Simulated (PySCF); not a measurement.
Compound: GeH2Me(OtBu), C5H14GeO.
Geometry (PBE0-D3(BJ)/def2-SVP, Å), atoms numbered from 1 in this order:
```xyz
21
C5H14GeO angstrom
Ge     0.374    1.841    0.203
H      0.398    1.941    1.746
H      1.823    1.892   -0.332
C     -0.735    3.216   -0.591
H     -0.371    4.215   -0.312
H     -1.772    3.105   -0.243
H     -0.719    3.124   -1.686
O     -0.419    0.324   -0.308
C     -0.026   -1.001    0.019
C     -0.108   -1.225    1.528
C     -1.027   -1.898   -0.700
C      1.388   -1.280   -0.487
H      0.107   -2.273    1.784
H      0.617   -0.594    2.067
H     -1.116   -0.976    1.893
H     -2.046   -1.675   -0.352
H     -0.815   -2.962   -0.519
H     -0.989   -1.708   -1.783
H      2.130   -0.652    0.031
H      1.453   -1.067   -1.565
H      1.668   -2.331   -0.321
```

Method used: TDDFT B3LYP/def2-SVPD, vertical, gas phase, core orbitals frozen in the response (PySCF). Relativistic effects, spin–orbit coupling among them, are left out although an element past zinc is present.

Frontier orbitals with the atoms that hold most of them (Löwdin shares over 4%, at most four atoms; ? is withheld):

| orbital | ε (eV) | atoms |
| --- | --- | --- |
| LUMO+2 | 0.61 | C4 18%, Ge1 15%, O8 11%, H2 9% |
| LUMO+1 | 0.31 | Ge1 17%, C12 10%, C10 10%, C11 8% |
| LUMO | 0.23 | ? |
| HOMO | ? | ? |
| HOMO-1 | -7.80 | O8 44%, C9 11%, Ge1 10%, C11 10% |
| HOMO-2 | -8.81 | C4 36%, Ge1 23%, O8 6%, C11 5% |
| HOMO-3 | -9.10 | Ge1 26%, H3 16%, H2 16%, C9 6% |

(1) Which atoms hold the HOMO, and with what shares?

(2) Which atoms hold the LUMO, and with what shares?

(3) What is the HOMO energy, and the HOMO–LUMO gap?

Answers

(1) O8 (bonded to C and Ge) 55%; Ge1 (bonded to C, O and 2 H) 9%; C9 (bonded to 3 C and O) 9%; C10 (bonded to C and 3 H) 7%. By element: oxygen 55%, carbon 16% or more, germanium 9%.

(2) Ge1 (bonded to C, O and 2 H) 39%; C4 (bonded to Ge and 3 H) 12%; H2 (bonded to Ge) 12%; H3 (bonded to Ge) 12%. By element: germanium 39%, hydrogen 24% or more, carbon 12% or more.

(3) ε(HOMO) = -7.29 eV; the gap is 7.52 eV (0.2763 hartree).

Question: How does S1 compare with the orbital gap of 7.52 eV?

Answer: S1 is at 6.55 eV (f = 0.012), 0.97 eV below the gap, made of HOMO→LUMO (68%), HOMO→LUMO+1 (25%). 

Next come S2 at 6.72 eV (f 0.0000), HOMO→LUMO+1 (70%), HOMO→LUMO (28%); S3 at 7.00 eV (f 0.0015), HOMO→LUMO+2 (92%); S4 at 7.22 eV (f 0.102), HOMO-1→LUMO+1 (52%), HOMO-1→LUMO (40%); S5 at 7.30 eV (f 0.012), HOMO-1→LUMO (54%), HOMO-1→LUMO+1 (44%).

Orbitals of the list HOMO-3 to LUMO+2 that lie within 0.01 eV of each other are written together with a slash and their weights summed (≥ marks a lower bound); for degenerate orbitals outside that list single weights are arbitrary.

One conformer stands for the species.
